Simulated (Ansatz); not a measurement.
`[F][SnH2][CH2]Cl` + `C#CCC` → `C#[C][SnH2][F]` + `CCCCl` at 400 K and 1 bar (formal exchange of groups at the Sn–C bond).

Calculated with Ansatz (gas phase, PBE0-D4/def2-TZVP geometries, no zero-point term in ΔE). CBS: MP2 limit from def2 TZ/QZ plus the TZ coupled-cluster correction, frozen cores. Elements past krypton have def2 core potentials. For Sn outer-core shells are correlated without core-valence functions, which leaves a few kJ/mol of doubt a bond. One conformer a species, not always the lowest.

```tsv
species	CCSD(T)/CBS energy (Eh)	H − E (kJ/mol)	S (J/(mol·K))
`[F][SnH2][CH2]Cl`	-814.06876	144.0	384.2
`C#CCC`	-155.75665	247.3	314.3
`C#[C][SnH2][F]`	-391.67763	117.9	357.3
`CCCCl`	-578.15785	275.7	331.4
```

H − E and S are ideal-gas, rigid-rotor, harmonic terms from PBE0-D4/def2-TZVP, for one conformer and one mirror image of each species. 1 Eh = 2625.50 kJ/mol, R = 8.31446 J/(mol·K).

**Question.** By hand: ΔE, ΔH, ΔS and ΔG.

**Answer.** ΔE = (-391.67763) + (-578.15785) − (-814.06876) − (-155.75665) = -0.01007 Eh = -26.4 kJ/mol. Δ(H − E) = 117.9 + 275.7 − 144.0 − 247.3 = 2.3, so ΔH = -24.1 kJ/mol. ΔS = 357.3 + 331.4 − 384.2 − 314.3 = -9.8 J/(mol·K). ΔG = -24.1 − 400 × (-9.8)/1000 = -20.2 kJ/mol.

**Question.** By hand: the equilibrium constant, and the temperature at which ΔG would vanish if ΔH and ΔS stayed fixed.

**Answer.** log₁₀ K = −ΔG/(RT ln 10) = 2.6. ΔG = 0 at ΔH/ΔS = 2459 K, though so small a ΔS makes that figure unsure.

The number of gas molecules stays the same, so ΔS is small and ΔH decides. A doubt of 5 kJ/mol in ΔE shifts log₁₀ K by 0.7 here. Other conformers and mirror images would add mixing entropy, several J/(mol·K) or more a flexible species. Modes under 60 cm⁻¹, often nearly free rotors, make the harmonic entropy too high. These are equilibria of isolated gas molecules and say nothing of rates. Largest T1 diagnostic: 0.014 (customary marks: 0.02 for closed shells, 0.045 for open ones).
